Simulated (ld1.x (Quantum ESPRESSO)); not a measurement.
**Tl (Z = 81): from the effect back to the setting (TM)**

Base potential:

thallium (Tl), norm-conserving Troullier–Martins (Kleinman–Bylander form), made with ld1.x (Quantum ESPRESSO) 7.5 (PBE, scalar-relativistic). Core [Xe] 4f14 5d10, reference 6s2 6p1. Waves: 6p (bound): rc 2.50 bohr; 6d channel at -0.05 Ry: rc 2.40 bohr; 6s (bound): rc 2.25 bohr. Local part: the s channel. Core correction: none.

Cutoffs, loose and tight: the cutoffs (Ry, on a coarse ladder) from which the occupation-weighted sum of valence levels, in a spherical-Bessel basis at the reference potential, stays within 10 and 1 mRy of its value at 400 Ry. They do not see the model core or the augmentation charge, which bear on the density cutoff. Test errors are all-electron minus pseudo excitation energies from the reference, over the configurations 6s2 6p0; 6s1 6p0; 6s2 6p0.5; 6s1 6p1; 6s2 6p1.3; 6s1 6p2; 6s0 6p3; variants that change the core or the reference have their own tests.

Only the scale of all radii (base = 1) is moved (1 further runs of the sweep failed or gave no value and are left out):

| scale of all radii (base = 1) | cutoff, loose | cutoff, tight | bound ghosts | largest test error (meV) |
| --- | --- | --- | --- | --- |
| 0.87 | 21 Ry | 35 Ry | none | +200 |
| 1.02 | 18 Ry | 30 Ry | d | +183 |
| 1.21 | 10 Ry | 21 Ry | d | +154 |
| 1.35 | 8 Ry | 18 Ry | d | +109 |

Problem. One more run gave cutoff, loose: 15 Ry; cutoff, tight: 25 Ry; bound ghosts: d; largest test error (meV): +171. Which value of the scale of all radii (base = 1) was used?

Solution. 1.14. The loose cutoff moves one way along this sweep, from 21 Ry at 0.87 to 8 Ry at 1.35, which places the run between 1.02 and 1.21.
